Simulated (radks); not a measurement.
The numbers below are computed, except where a source is named.
Question: These are the eigenvalues of the occupied orbitals of an atom or ion with whole-number occupations (hartree). Code: a radial shooting solver on a logarithmic mesh with Libxc functionals. Model: non-relativistic Kohn-Sham, r2SCAN, spin-polarised, spherical densities, point nucleus; meta-GGA in the generalised Kohn-Sham scheme.

orbital  eigenvalue
1s down   -235.0374
1s up     -235.0363
2s up     -27.24632
2s down   -27.14399
2p up     -23.28921
2p down   -23.21231
3s up      -3.28221
3s down    -3.03698
3p up      -2.13710
3p down    -1.89232
3d up      -0.32973
4s up      -0.20796
4s down    -0.16576

Which element is it, and in what charge state? The configuration may be excited. Open shells, if any, are filled with parallel spins first.

Answer: Z = 25, manganese, charge 0: Mn in [Ar] 3d5 4s2. The list shows which subshells hold electrons but not how many an open one holds; the 1s level, -235.04 hartree, gives Z - s = 21.7 by -(Z - s)^2/2, which with screening narrows Z to a few neighbours, and the depths of the outer levels then fix element, charge and occupations together.
